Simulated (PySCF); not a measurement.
A side-by-side comparison of computed properties.

First species: 4-(methylthio)pyridine, C6H7NS.
SMILES: `c1nccc(SC)c1`

Second species: C2H6O3S.
Atom-mapped SMILES: `[CH3:1][CH2:2][S:3](=[O:4])(=[O:5])[OH:6]` (hydrogens: H7, H8, H9 on C1; H10, H11 on C2; H12 on O6)

Levels: wB97X-D/def2-SVPD for dipole moment, HOMO energy, LUMO energy, HOMO–LUMO gap, static isotropic polarisability and electronic spatial extent ⟨r²⟩ about the centre of nuclear charge; TDDFT wB97X-D/def2-SVPD for lowest singlet excitation; TDA wB97X-D/def2-SVPD for lowest triplet excitation (Tamm–Dancoff); GFN2-xTB for rotational constant A and rotational constant C. Geometries: GFN2-xTB. All species are isolated and taken at one optimised geometry, non-relativistic unless stated. Electronic properties by PySCF.

The conformers computed, where there is a choice (atom-mapped SMILES and torsion angles):
- `[CH3:1][S:2][c:3]1[cH:4][cH:5][n:6][cH:7][cH:8]1`: C1–S2–C3–C4 179°
- `[CH3:1][CH2:2][S:3](=[O:4])(=[O:5])[OH:6]`: C1–C2–S3–O4 -51°, H–O6–S3–C2 122°

(1) Which of the two has the higher static isotropic polarisability, and by how much?

(2) Which has the higher HOMO–LUMO gap?

(3) Which has the higher rotational constant A?

(4) Which has the higher T1 energy?

(5) Which of the two has the higher HOMO energy, and by how much?

(6) Which has the higher ⟨r²⟩?

(7) Which of the two has the higher rotational constant C, and by how much?

(8) Which has the higher LUMO energy?

Answers

(1) The first: 96.4 au against 54.7 au, a difference of 41.7 au.

(2) The second: 12.53 eV against 9.31 eV, a difference of 3.22 eV.

(3) The second: 4.621 GHz against 4.451 GHz, a difference of 0.170 GHz.

(4) The second: 7.93 eV against 4.08 eV, a difference of 3.85 eV.

(5) The first: -8.40 eV against -10.99 eV, a difference of 2.59 eV.

(6) The first: 1204 bohr² against 617 bohr², a difference of 587 bohr².

(7) The second: 2.487 GHz against 0.933 GHz, a difference of 1.554 GHz.

(8) The second: 1.54 eV against 0.91 eV, a difference of 0.63 eV.

On the first: The dipole equals about 9.5 × 10⁻³⁰ C·m (1 D = 3.33564 × 10⁻³⁰ C·m). The polarisability is 14.28 Å³ as a volume (1 au = 0.148185 Å³), or 1.46 au for each of the 66 electrons.

On the second: The principal polarisabilities are 51.1, 52.0 and 61.0 au; their mean is the isotropic value. The dipole equals about 12.9 × 10⁻³⁰ C·m (1 D = 3.33564 × 10⁻³⁰ C·m).
